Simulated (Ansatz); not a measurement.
Frontier orbitals of F$_{3}$HNTa (`[NH]=[Ta]([F])([F])[F]`).

The species carries charge 0 and has multiplicity 1. Correlated methods include outer-core shells of Ta, which these sets cover unevenly. Ta takes the def2 core potential. Geometry: relaxed with PBE0-D4/def2-TZVP. It is one conformer, not always the lowest. Basis def2-TZVPP, the Gaussian-basis code of Ansatz.

Orbital energies of one run (eV). Highest occupied ones, from the top: -10.96, -10.96, -14.75, -14.88, -14.99, -14.99, -15.88, -15.88, -16.07, -16.34, -16.41, -16.41, -24.72, -35.04. Empty: 1.16, 1.26, 1.26, 1.83, 2.96, 2.96.

(1) Which functional gave them?
A. r2SCAN0
B. ωB97X-V
C. B3LYP
D. revPBE

Answers

(1) B. HOMO energies: ωB97X-V -10.96, B3LYP -8.31, r2SCAN0 -8.78, revPBE -7.03 eV.

B3LYP here is the variant with VWN-RPA as its local correlation; programs differ in this.
